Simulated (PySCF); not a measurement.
C2H6B, SMILES C[B]C, multiplicity 2.

Coordinates come from a PBE0-D3(BJ)/def2-TZVP optimisation. The isomer is the one that the SMILES or the coordinates give; other isomers of the formula were not compared.

Calculation: PySCF with TDA-PBE0/def2-SVPD.

Vertical excitations. Isolated molecule, no solvent.

```
state    energy (eV)  λ (nm)      f                              main pairs
-------  -----------  ------  -----  --------------------------------------
root 1          1.84     674  0.006                        α HOMO→LUMO 99 %
root 2          4.40     282  0.003                      α HOMO→LUMO+1 99 %
root 3          5.36     231  0.041                      α HOMO→LUMO+2 99 %
root 4          5.61     221  0.138                      α HOMO→LUMO+3 99 %
root 5          6.26     198  0.000  α HOMO−1→LUMO 75 %, β HOMO→LUMO+1 22 %
root 6          6.30     197  0.001                      α HOMO→LUMO+4 97 %
root 7          6.54     190  0.028                      α HOMO→LUMO+6 96 %
root 8          6.63     187  0.003                        β HOMO→LUMO 93 %
root 9          6.69     185  0.027                      α HOMO→LUMO+5 98 %
root 10         6.92     179  0.000                      α HOMO→LUMO+7 97 %
```
Unrestricted roots are not spin-pure.
